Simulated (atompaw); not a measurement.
**An all-electron radial function and its pseudo partner (Fe (Z = 26))**

Columns: radius, all-electron u(r) and pseudo u(r) of the 4p shell (level -1.43 eV) of iron in the configuration [Ne] 3s2 3p6 3d6 4s2 4p0; LDA (PW92), scalar-relativistic, PAW (atompaw) scheme, atompaw 4.2.0.5.

```tsv
r (bohr)	all-electron	pseudo
0.058	0.0558	-0.0092
0.115	0.1019	-0.0353
0.173	0.0980	-0.0767
0.231	0.0578	-0.1294
0.288	0.0029	-0.1875
0.346	-0.0541	-0.2477
0.404	-0.1033	-0.3038
0.462	-0.1409	-0.3508
0.519	-0.1653	-0.3844
0.577	-0.1780	-0.4031
0.635	-0.1801	-0.4050
0.692	-0.1733	-0.3908
0.750	-0.1593	-0.3614
0.808	-0.1399	-0.3196
0.865	-0.1167	-0.2697
0.923	-0.0903	-0.2136
0.981	-0.0620	-0.1557
1.038	-0.0331	-0.1000
1.096	-0.0031	-0.0470
1.154	0.0269	0.0009
1.212	0.0566	0.0431
1.269	0.0852	0.0793
1.327	0.1135	0.1117
1.385	0.1409	0.1406
1.442	0.1668	0.1668
1.500	0.1920	0.1920
```

(1) How many radial nodes do the two functions have?

(2) Is the pseudo-wave norm-conserving?

Answers

(1) The all-electron 4p function has n − l − 1 = 2; the pseudo-wave has 1, since 1 lower shell of the same l stays in the valence.

(2) No, it belongs to a PAW set: the norm inside the radius is not constrained, and the difference is carried by the augmentation charge.
